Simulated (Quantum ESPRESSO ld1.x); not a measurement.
The numbers below are computed, except where a source is named.
Question: Coherent X-ray form factor from a spherical all-electron density. Level of theory: non-relativistic Kohn-Sham, LDA (Slater exchange, VWN5 correlation), spin-polarised, spherical densities, point nucleus (ld1.x of Quantum ESPRESSO 7.5).

sin(theta)/lambda (1/angstrom)  f0 (electrons)
0.05                                    12.653
0.1                                     11.775
0.15                                    10.710
0.2                                      9.722
0.25                                     8.908
0.3                                      8.248
0.4                                      7.169
0.5                                      6.195
0.6                                      5.272
0.8                                      3.730
1                                        2.696
1.25                                     1.967
1.5                                      1.598
2                                        1.259

The species is in the configuration that NIST lists as its ground one. Which atom or ion scatters so?

Answer: The silicon ion Si+, [Ne] 3s2 3p1. Extrapolating in s^2 from the first two rows gives f0(0) = 12.9, near the electron count 13; among species with that count, the fall with angle is slower the higher Z, and the table is that of Z = 14; from so few rows the species is fixed only to a neighbour or two.
